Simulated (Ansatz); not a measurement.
C₆H₁₄N₂Si, SMILES `C=C[Si](N)(C=C)N(C)C`, relaxed with RKS PBE0-D4/def2-TZVP in Ansatz from a PBE-D4/def2-SVP geometry. The force threshold is 0.005 eV/Å; the program also tests the step.

Charge 0, multiplicity 1.

Start:

```xyz
23

C     1.519    1.624   -1.962
C     1.710    1.109   -0.730
Si    0.600   -0.185    0.077
N     0.965   -1.844   -0.361
C     0.840   -0.112    1.945
C     0.738   -1.182    2.761
N    -1.043    0.101   -0.482
C    -1.626    1.431   -0.494
C    -2.038   -0.953   -0.381
H     0.630    1.360   -2.563
H     2.233    2.325   -2.430
H     2.625    1.411   -0.182
H     1.009   -2.062   -1.361
H     1.761   -2.274    0.118
H     1.020    0.876    2.414
H     0.545   -2.193    2.360
H     0.836   -1.106    3.859
H    -0.839    2.207   -0.558
H    -2.302    1.563   -1.373
H    -2.239    1.639    0.418
H    -2.722   -0.938   -1.263
H    -1.541   -1.941   -0.345
H    -2.680   -0.854    0.530
```

Task: How much energy does the relaxation release, and in how many steps? (An estimate is asked.)

Result: The calculation gave: 13.15 kJ/mol, in 17 steps, 3 of them rejected.

Task: Which bonds change most? (Best estimate.)

Result: Computed: Si3–N7 from 1.759 to 1.724 Å; Si3–N4 from 1.754 to 1.722 Å; C8–H20 from 1.119 to 1.101 Å; C1–C2 from 1.349 to 1.331 Å.

Task: Give the relaxed structure. (An estimate is asked.)

Result: The calculation gave: 
```xyz
23

C     1.489    1.632   -1.931
C     1.697    1.084   -0.736
Si    0.595   -0.201    0.055
N     0.983   -1.825   -0.367
C     0.828   -0.100    1.907
C     0.713   -1.137    2.734
N    -1.016    0.080   -0.492
C    -1.596    1.402   -0.471
C    -2.020   -0.954   -0.395
H     0.597    1.407   -2.509
H     2.192    2.325   -2.386
H     2.616    1.354   -0.213
H     1.016   -2.081   -1.341
H     1.722   -2.281    0.143
H     1.028    0.875    2.353
H     0.502   -2.137    2.365
H     0.816   -1.038    3.812
H    -0.821    2.168   -0.506
H    -2.255    1.551   -1.336
H    -2.201    1.571    0.433
H    -2.705   -0.904   -1.251
H    -1.552   -1.938   -0.386
H    -2.628   -0.855    0.518
```
